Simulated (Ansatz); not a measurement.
Relaxation of CH₅BO₂Sn (10 atoms, charge 0, multiplicity 1), to a largest force component of 0.02 eV/Å in at most 50 steps.

All numbers below come from Ansatz, RKS B3LYP-D4/def2-SVP.

```xyz
10
Properties=species:S:1:pos:R:3
O -0.037 0.714 2.472
C 0.173 -0.350 2.019
Sn 0.720 -0.568 -0.021
B -0.803 0.182 -1.318
O -0.627 1.271 -2.250
H 0.114 -1.201 2.662
H 2.232 0.364 -0.301
H 1.095 -2.242 -0.354
H -0.650 0.814 -3.129
H -0.841 2.091 -1.684
```

**Question.** Where does it end, and by what steps?

**Answer.** It converged. After 42 steps the energy has fallen by 3.902 eV; H10 moved furthest, 2.14 Å. Parted: O5–H10. Joined: O1–H10.

```tsv
step	energy less start (eV)	largest force component (eV/Å)	accepted
0	0.0000	3.057	yes
2	-1.4183	1.758	yes
4	-1.9948	1.358	yes
6	-2.1761	0.402	yes
8	-2.2493	0.685	yes
10	-2.2663	0.625	yes
12	-2.2789	0.353	yes
14	-2.2853	0.267	yes
16	-2.3013	0.246	yes
18	-2.3076	1.135	yes
20	-2.5641	0.945	yes
22	-2.9003	0.587	yes
24	-3.2797	2.306	yes
26	-3.4657	1.752	yes
28	-3.7529	0.404	yes
30	-3.8384	1.271	no
32	-3.8919	0.127	yes
34	-3.8985	0.122	yes
36	-3.9002	0.173	yes
38	-3.9013	0.022	yes
40	-3.9015	0.023	yes
42	-3.9016	0.017	yes
```

```xyz
10
Properties=species:S:1:pos:R:3
O -0.525 1.127 1.129
C 0.093 -0.036 1.258
Sn 1.059 -1.138 -0.292
B -0.604 -0.086 -2.244
O -0.856 1.080 -1.650
H -0.363 -0.594 2.095
H 2.340 -0.108 -0.861
H 1.842 -2.436 0.561
H -1.357 1.701 -2.206
H -0.253 1.565 0.304
```

Whether the end is a true minimum wasn't checked by a vibrational analysis.

The run took 2.1 min on 2 threads of Arm Neoverse V2 (shared host), peak memory 0.25 GiB.
